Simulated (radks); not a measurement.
The numbers below are computed, except where a source is named.
All-electron atom: the gallium ion Ga14+ in [Ne] 3s2 3p5. Code: a radial shooting solver on a logarithmic mesh with Libxc functionals. Model: scalar-relativistic Kohn-Sham, LDA (Slater exchange, Perdew-Wang correlation), spin-polarised, spherical densities, finite nucleus; open shells are filled with parallel spins first; Fermi nuclear charge, rms radius 3.9973 fm.

Normalised radial functions P(r) = r R(r), r in bohr:

r,3s up
0.002842,0.1340
0.003977,0.1792
0.005566,0.2360
0.007788,0.3039
0.0109,0.3790
0.01525,0.4503
0.02134,0.4956
0.02986,0.4788
0.04179,0.3527
0.05801,0.0867
0.08118,-0.3170
0.1136,-0.7203
0.159,-0.8481
0.2224,-0.4212
0.3113,0.5117
0.4356,1.3584
0.6095,1.4277
0.8529,0.7994
1.193,0.2208
1.67,0.0245

3s up: eigenvalue -544.76 eV, 2 radial nodes at r = 0.0628, 0.262 bohr, <r> = 0.572 bohr, 90 % of the charge inside 0.835 bohr.
